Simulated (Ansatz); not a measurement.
`[NH2][Al]([F])[SiH3]` + H₂S → `[F][Al]([SiH3])[SH]` + NH₃ at 600 K and 1 bar (ligand exchange at the Al–N bond).

Computed with Ansatz on PBE0-D4/def2-TZVP structures; ΔE is electronic, products minus reactants. CCSD(T)/CBS is the MP2 limit (def2-TZVPP, def2-QZVPP) plus CCSD(T) − MP2 in def2-TZVPP, frozen cores. This one scheme is used for every species. One conformer a species, not always the lowest.

| species | CCSD(T)/CBS energy (Eh) | H − E (kJ/mol) | S (J/(mol·K)) |
| --- | --- | --- | --- |
| `[NH2][Al]([F])[SiH3]` | -688.71365 | 200.3 | 443.7 |
| H₂S | -398.97279 | 60.8 | 230.9 |
| `[F][Al]([SiH3])[SH]` | -1031.18548 | 156.5 | 452.6 |
| NH₃ | -56.50880 | 112.4 | 219.5 |

H − E and S are ideal-gas, rigid-rotor, harmonic terms from PBE0-D4/def2-TZVP, for one conformer and one mirror image of each species. 1 Eh = 2625.50 kJ/mol, R = 8.31446 J/(mol·K).

Problem. By hand: ΔE, ΔH, ΔS and ΔG.

Solution. ΔE = (-1031.18548) + (-56.50880) − (-688.71365) − (-398.97279) = -0.00784 Eh = -20.6 kJ/mol. Δ(H − E) = 156.5 + 112.4 − 200.3 − 60.8 = 7.8, so ΔH = -12.8 kJ/mol. ΔS = 452.6 + 219.5 − 443.7 − 230.9 = -2.5 J/(mol·K). ΔG = -12.8 − 600 × (-2.5)/1000 = -11.3 kJ/mol.

Problem. By hand: the equilibrium constant, and the temperature at which ΔG would vanish if ΔH and ΔS stayed fixed.

Solution. log₁₀ K = −ΔG/(RT ln 10) = 1.0. ΔG = 0 at ΔH/ΔS = 5120 K, far beyond where these terms or the molecules hold.

The number of gas molecules stays the same, so ΔS is small and ΔH decides. A doubt of 5 kJ/mol in ΔE shifts log₁₀ K by 0.4 here. Other conformers and mirror images would add mixing entropy, several J/(mol·K) or more a flexible species. Modes under 60 cm⁻¹, often nearly free rotors, make the harmonic entropy too high. These are equilibria of isolated gas molecules and say nothing of rates. Largest T1 diagnostic: 0.013 (customary marks: 0.02 for closed shells, 0.045 for open ones).
